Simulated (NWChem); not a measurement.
System meant: C3H4BrF; SMILES C/C=C(\F)Br

Input file for NWChem:

```
start job
memory heap 200 mb stack 900 mb global 1100 mb
geometry units angstroms noautosym nocenter noautoz
  C     -0.500796     2.899204     0.000000
  C     -0.761525     1.429983     0.000000
  C      0.197661     0.506733     0.000000
  F      1.487459     0.804571     0.000000
  Br    -0.105269    -1.345718     0.000000
  H     -0.951295     3.377334    -0.885116
  H      0.574801     3.119162     0.000000
  H     -0.951295     3.377334     0.885116
  H     -1.792865     1.071025     0.000000
end
basis spherical
  * library 6-31g*
end
dft
  xc m06-l
  iterations 150
end
property
  shielding 8 1 2 3 4 5 6 7 9
end
task dft property
```

End of the output:

```
 Vector   36  Occ=0.000000D+00  E= 9.188829D-02
              MO Center= -4.7D-01,  1.5D+00, -2.7D-09, r^2= 4.7D+00
   Bfn.  Coefficient  Atom+Function         Bfn.  Coefficient  Atom+Function
  ----- ------------  ---------------      ----- ------------  ---------------
     6      1.390768  1 C  s                 96     -0.899253  9 H  s
    90     -0.616552  6 H  s                 94     -0.616552  8 H  s
    34     -0.563950  3 C  s                 48      0.475899  4 F  s
    35     -0.460092  3 C  px                92     -0.399241  7 H  s
    22     -0.388206  2 C  py                21     -0.379590  2 C  px

 center of mass
 --------------
 x =   0.05339003 y =  -0.31550205 z =   0.00000000

 moments of inertia (a.u.)
 ------------------
        1132.622125424553           4.212582625463           0.000000000000
           4.212582625463         215.058243393765           0.000000000000
           0.000000000000           0.000000000000        1336.402081012336

     Multipole analysis of the density
     ---------------------------------

     L   x y z        total         alpha         beta         nuclear
     -   - - -        -----         -----         ----         -------
     0   0 0 0     -0.000000    -33.000000    -33.000000     66.000000

     1   1 0 0     -0.394431     -0.380615     -0.380615      0.366800
     1   0 1 0      0.443472      0.125942      0.125942      0.191588
     1   0 0 1      0.000000      0.000000      0.000000      0.000000

     2   2 0 0    -30.550744    -70.402016    -70.402016    110.253288
     2   1 1 0     -0.802748      9.362280      9.362280    -19.527308
     2   1 0 1     -0.000000     -0.000000     -0.000000      0.000000
     2   0 2 0    -27.533686   -312.201796   -312.201796    596.869905
     2   0 1 1      0.000000      0.000000      0.000000      0.000000
     2   0 0 2    -31.294367    -18.444864    -18.444864      5.595360

          -----------------------------------------
          Chemical Shielding Tensors (GIAO, in ppm)
          -----------------------------------------

 ------------------------------------------------------------------------
  xm06: d2 not coded                    0
 ------------------------------------------------------------------------
 ------------------------------------------------------------------------
  current input line :
    24: task dft property
 ------------------------------------------------------------------------
 ------------------------------------------------------------------------
 This error has not yet been assigned to a category
 ------------------------------------------------------------------------
 For more information see the NWChem manual at https://nwchemgit.github.io

0: xm06: d2 not coded:Received an Error in Communication
```

Task: What is wrong, and how is it mended?

Result: The program stopped with an error. Cause: this functional's second derivatives, which shieldings need, aren't coded here; the fix takes a hybrid GGA instead. This input runs:
```
start job
memory heap 200 mb stack 900 mb global 1100 mb
geometry units angstroms noautosym nocenter noautoz
  C     -0.500796     2.899204     0.000000
  C     -0.761525     1.429983     0.000000
  C      0.197661     0.506733     0.000000
  F      1.487459     0.804571     0.000000
  Br    -0.105269    -1.345718     0.000000
  H     -0.951295     3.377334    -0.885116
  H      0.574801     3.119162     0.000000
  H     -0.951295     3.377334     0.885116
  H     -1.792865     1.071025     0.000000
end
basis spherical
  C library 6-31g*
  F library 6-31g*
  Br library 6-31g*
  H library 6-31g*
end
dft
  xc pbe0
  iterations 150
end
property
  shielding 8 1 2 3 4 5 6 7 9
end
task dft property
```
It converges to -2789.84701 Ha (PBE0/6-31G* (spherical d), GIAO).
